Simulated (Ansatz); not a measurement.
Consider the ligand exchange at a Ge–N bond: `[F][GeH]([Cl])[N]([SiH3])[SiH3]` + `O[SiH3]` → `[F][GeH]([Cl])[O][SiH3]` + `[SiH3]N[SiH3]`.

Calculated with Ansatz (gas phase, PBE0-D4/def2-TZVP geometries, no zero-point term in ΔE). CBS: MP2 limit from def2 TZ/QZ plus the TZ coupled-cluster correction, frozen cores. This one scheme is used for every species. Functionals use def2-TZVPP. For Ge outer-core shells are correlated without core-valence functions, which leaves a few kJ/mol of doubt a bond. Scalar relativity is left out up to krypton. One conformer a species, not always the lowest.

`[F][GeH]([Cl])[N]([SiH3])[SiH3]`:

Z-matrix (Å, degrees):
```
Ge
Cl 1 2.135
N 1 1.810 2 111.4
F 1 1.730 2 106.0 3 -112.7
H 1 1.525 2 109.4 3 129.5
Si 3 1.747 1 120.4 2 -99.9
Si 3 1.739 1 119.1 2 73.6
H 6 1.488 3 105.3 1 172.2
H 6 1.483 3 111.6 1 -69.3
H 6 1.483 3 111.4 1 53.4
H 7 1.485 3 110.6 1 128.2
H 7 1.485 3 111.9 1 -110.3
H 7 1.489 3 106.7 1 9.1
```

`O[SiH3]`:

```xyz
6

O    -0.937    0.853   -0.190
Si    0.213   -0.256    0.214
H    -0.944    1.184   -1.089
H     0.099   -1.491   -0.609
H    -0.018   -0.578    1.640
H     1.587    0.288    0.034
```

`[F][GeH]([Cl])[O][SiH3]`:

```xyz
9

F    -0.510    1.537    1.776
Ge   -0.106   -0.125    1.563
Cl   -1.953   -1.175    1.514
O     0.696   -0.267    0.030
Si    0.339    0.082   -1.544
H     0.801   -0.584    2.693
H     0.954    1.381   -1.912
H    -1.131    0.153   -1.739
H     0.910   -1.000   -2.382
```

`[SiH3]N[SiH3]`:

```xyz
10

Si   -1.181   -0.974    0.308
N    -0.035    0.292    0.561
Si    1.198    0.867   -0.501
H    -0.782   -1.692   -0.928
H    -2.570   -0.462    0.143
H    -1.194   -1.917    1.459
H    -0.136    0.803    1.427
H     1.289   -0.088   -1.633
H     2.508    0.946    0.200
H     0.903    2.226   -1.036
```

CCSD(T)/CBS gives -0.21 eV.

(1) Another level gave -0.44 eV. Which?
A. HF/def2-TZVPP
B. MP2/def2-TZVPP
C. CAM-B3LYP-D4/def2-TZVPP
D. CCSD/def2-TZVPP

(2) What do rigid-rotor, harmonic-oscillator terms from PBE0-D4/def2-TZVP frequencies (298.15 K, 1 bar) make of the CCSD(T)/CBS value? (An estimate is asked.)

Largest T1 diagnostic among the species: 0.012.

Answers

(1) A. HF/def2-TZVPP -0.44, CCSD/def2-TZVPP -0.25, CAM-B3LYP-D4 -0.30, MP2/def2-TZVPP -0.19 eV.

(2) Ansatz gave: ΔZPE = +0.01 eV, ΔH = -0.20 eV, ΔS = 36 J/(mol·K), ΔG = -0.31 eV. Modes under 50 cm⁻¹ make the entropy rough.

In def2-TZVPP, CCSD(T) changes the Hartree–Fock value by +0.23 eV (the triples alone add +0.03 eV) and MP2 by +0.25 eV. The D4 term adds +0.10 eV with B3LYP and +0.06 eV with PBE0; it sums over pairs of atoms, weighted by their polarisabilities, and B3LYP, whose exchange is more repulsive, gets the larger term.

B3LYP here is the variant with VWN-RPA as its local correlation; programs differ in this.
